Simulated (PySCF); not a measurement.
Isomers of C3H4O. Gas-phase values, no solvent. One relaxed conformer stands for each flexible species; it need not be the lowest. Strings in code marks are SMILES.

Level of theory: B3LYP-D3(BJ)/def2-TZVP // M06-2X/def2-TZVP (PySCF). B3LYP has the VWN-RPA correlation part, as in Gaussian. Delta-SCF ions had no search for a lower state. Excitations are Tamm–Dancoff values on a coarser integration grid. The basis has no diffuse functions, so Rydberg states are missing or too high.

```
species                           S1 oscillator strength  T1 excitation (TDA) (eV)  dipole moment (D)  vertical ionisation energy (Delta-SCF) (eV)  S1 excitation (TDA) (eV)
--------------------------------  ----------------------  ------------------------  -----------------  -------------------------------------------  ------------------------
`C#CCO`                                            0.001                      5.42                  –                                        10.23                       ___
`CC#CO`                                            0.002                       ___               1.56                                         9.20                      5.57
`CC1=CO1`                                          0.078                      2.73                ___                                         8.00                       ___
`C1C=C1O` (H–O–C–C torsion 180°)                   0.000                      4.57                  –                                         8.93                      5.72
```

What belongs in the gaps?


- `C#CCO`, S1 excitation (TDA) (eV): 6.27
- `CC#CO`, T1 excitation (TDA) (eV): 5.32
- `CC1=CO1`, dipole moment (D): 2.68
- `CC1=CO1`, S1 excitation (TDA) (eV): 4.39
